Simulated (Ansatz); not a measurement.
`[SiH3]C([SiH3])BCl` and `BOC([SiH3])[SiH3]` differ in one atom or group.

Ansatz, PBE0-D4/def2-TZVP geometries, multiplicity 1. Each molecule was computed in one conformer, which needn't be the lowest.

```tsv
property	`[SiH3]C([SiH3])BCl`
HOMO energy (ωB97M-V/def2-TZVPP) / eV	-10.71
HOMO–LUMO gap (PBE/def2-TZVPP) / eV	4.71
size of the dipole moment (PBE/def2-TZVPP) / D	1.06
size of the dipole moment (B3LYP/def2-TZVPP) / D	1.09
LUMO energy (ωB97M-V/def2-TZVPP) / eV	0.45
LUMO energy (PBE0/def2-TZVPP) / eV	-1.49
```

**Question.** What does the change do to each property? (An estimate is asked.)

**Answer.** Ansatz gave: 
```tsv
property	`BOC([SiH3])[SiH3]`	shift
HOMO energy (ωB97M-V/def2-TZVPP) / eV	-10.40	0.31
HOMO–LUMO gap (PBE/def2-TZVPP) / eV	5.41	0.70
size of the dipole moment (PBE/def2-TZVPP) / D	1.26	0.20
size of the dipole moment (B3LYP/def2-TZVPP) / D	1.27	0.18
LUMO energy (ωB97M-V/def2-TZVPP) / eV	1.25	0.80
LUMO energy (PBE0/def2-TZVPP) / eV	-0.59	0.90
```

With PBE0 the HOMO rises by 0.27 eV and the LUMO rises by 0.90 eV, so the gap widens by about 0.63 eV. PBE moves the HOMO by 0.13 eV and ωB97M-V by 0.31 eV. Dipoles are sizes alone; their direction can turn.

B3LYP here is the variant with VWN-RPA as its local correlation; programs differ in this.
